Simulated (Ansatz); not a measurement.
Computed with Ansatz.

A structure relaxed at PBE0-D4/def2-TZVP, charge 0, multiplicity 1:

```xyz
14

N     1.468   -1.727    0.501
B     1.180   -0.385    0.276
C     0.193    0.083   -0.860
C    -0.777    1.140   -0.356
N    -1.514    0.613    0.786
H     2.109   -2.040    1.209
H     1.035   -2.477   -0.012
H     1.752    0.427    0.953
H    -0.367   -0.757   -1.292
H     0.781    0.507   -1.685
H    -1.426    1.490   -1.174
H    -0.209    2.009   -0.008
H    -2.154    1.302    1.160
H    -2.070   -0.186    0.504
```

(1) Give its formula and SMILES.

(2) Point group (tolerance 0.08 Å, 0.16 Å for H)?

(3) Summarise the bond lengths by kind.

Results:

(1) C2H9BN2, `NBCCN`.

(2) C1.

(3) 1 × B–N 1.391 Å; 4 × H–N 1.005 to 1.013 Å; 1 × B–C 1.576 Å; 1 × B–H 1.202 Å; 1 × C–C 1.521 Å; 4 × C–H 1.095 to 1.101 Å; 1 × C–N 1.457 Å.
